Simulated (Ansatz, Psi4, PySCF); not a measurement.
C₅H₁₁O₃Si, doublet (typed; the unrestricted solution is spin-contaminated), geometry from GFN2-xTB. Base run: MP2/STO-3G run with PySCF.

The PySCF input:
```python
from pyscf import gto, scf, mp

mol = gto.M(
    atom='''
C     0.254734   -2.470618   -1.616803
C     0.434582   -1.475765   -0.812492
Si    0.012751    0.092787    0.081360
O     1.230866    1.158901   -0.012296
C     2.522620    1.023006    0.505283
O    -0.272181   -0.213391    1.647685
C    -1.322541   -0.956406    2.193020
O    -1.303006    0.848188   -0.514217
C    -1.422361    1.494881   -1.747079
H     0.996430   -3.251710   -1.753980
H    -0.641700   -2.615329   -2.220873
H     2.489256    0.776501    1.567581
H     3.038227    1.973990    0.365948
H     3.064342    0.234382   -0.022327
H    -1.218138   -2.012751    1.932971
H    -2.284254   -0.596972    1.823545
H    -1.281741   -0.843746    3.277069
H    -2.363182    2.046846   -1.743316
H    -1.433258    0.764967   -2.561014
H    -0.592136    2.184628   -1.905591
''',
    basis='sto-3g',
    charge=0,
    spin=1,
    verbose=3,
)

mf = scf.UHF(mol)
mf.kernel()

pt = mp.MP2(mf)
pt.kernel()
print('E(MP2) = %.10f' % pt.e_tot)
```

The same geometry, method and basis name were run in Ansatz (a first-principles code) and Psi4 and PySCF, at each program's defaults and at the settings that a row names. The base is PySCF at its defaults. Differences at the defaults can come from grids, fitting, cores and function types together.

```json
[
 {"code and settings": "PySCF, defaults (exact integrals, spherical functions, all electrons correlated)", "ΔE vs base (µEh)": "0.0", "basis functions": "60", "E (Eh)": "-700.91356", "SCF cycles": "16"},
 {"code and settings": "Psi4, defaults (density fitting with its default set, spherical functions, all electrons correlated)", "ΔE vs base (µEh)": "-996", "basis functions": "60", "E (Eh)": "-700.91455", "SCF cycles": "18"},
 {"code and settings": "Ansatz, defaults (factorised integrals, spherical functions, frozen core)", "ΔE vs base (µEh)": "6154", "basis functions": "60", "E (Eh)": "-700.90740", "SCF cycles": "-"},
 {"code and settings": "PySCF, frozen core", "ΔE vs base (µEh)": "6116", "basis functions": "60", "E (Eh)": "-700.90744", "SCF cycles": "16"},
 {"code and settings": "Psi4, exact integrals, spherical functions, frozen core", "ΔE vs base (µEh)": "6116", "basis functions": "60", "E (Eh)": "-700.90744", "SCF cycles": "18"},
 {"code and settings": "Ansatz, high accuracy, frozen core", "ΔE vs base (µEh)": "6117", "basis functions": "60", "E (Eh)": "-700.90744", "SCF cycles": "-"}
]
```

Open shells are given as the SCF converged; they aren't shown to be the lowest states, and a large step between rows can be another state.
